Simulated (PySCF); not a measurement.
Geometry:
```
atom   x (Å)   y (Å)   z (Å)
  C1   2.098  -0.121   0.236
  N2   0.678   0.038   0.117
  C3  -0.130  -1.164   0.163
  C4  -1.548  -0.784  -0.259
  C5  -1.908   0.570   0.373
 Si6  -0.261   1.490   0.315
  H7   2.502  -0.778  -0.557
  H8   2.606   0.851   0.143
  H9   2.403  -0.560   1.209
 H10  -0.134  -1.620   1.178
 H11   0.286  -1.932  -0.518
 H12  -1.574  -0.690  -1.358
 H13  -2.267  -1.575   0.012
 H14  -2.743   1.068  -0.142
 H15  -2.203   0.446   1.429
 H16   0.041   2.257   1.570
 H17  -0.097   2.458  -0.820
```

Geometry: PBE0-D3(BJ)/def2-SVP; GIAO shifts from PySCF 2.14, gas phase, non-relativistic, averaged over equivalent atoms.

At B97-2/pcSseg-1 (164 basis functions, 9.8 s wall time on 1 thread of an AMD EPYC 9R45 96-Core, shared host):
```csv
atoms,δ (ppm)
C3,55.6
C1,36.0
C4,29.2
C5,10.9
N2,24.0
Si6,-21.1
H16/H17,4.68
H10/H11,2.61
H7/H8/H9,2.57
H12/H13,1.84
H14/H15,0.92
```

Shifts are taken against calculated references (same method and geometry level): TMS for 13C (183.69 ppm) and 29Si (357.41 ppm) and 1H (31.38 ppm); NH3 for 15N (262.91 ppm).

Problem. Predict the values at PBE0/pcSseg-1 on the same geometry.

Solution. 
```csv
atoms,δ at PBE0/pcSseg-1,change
C3,56.1,+0.5
C1,35.8,-0.2
C4,29.0,-0.2
C5,10.7,-0.2
N2,24.7,+0.7
Si6,-20.1,+1.0
H16/H17,4.77,+0.09
H10/H11,2.60,-0.01
H7/H8/H9,2.58,+0.01
H12/H13,1.84,+0.00
H14/H15,0.94,+0.02
```

δ = σ(ref) − σ, references computed at the same level: 13C (σref 184.41), 29Si (σref 351.99), 1H (σref 31.27) vs TMS; NH3 for 15N (σref 265.67).

The largest change is at Si6 (silicon bonded to C, N, 2 H, in a 5-membered ring). Cost: 164 basis functions, 12 s wall time on 1 thread of an AMD EPYC 9R45 96-Core, shared host. The order of the carbon signals is the same at both levels.

Experimental scales use liquid or dissolved standards, which lie at an offset from isolated NH3 (liquid NH3: subtract about 20 ppm).
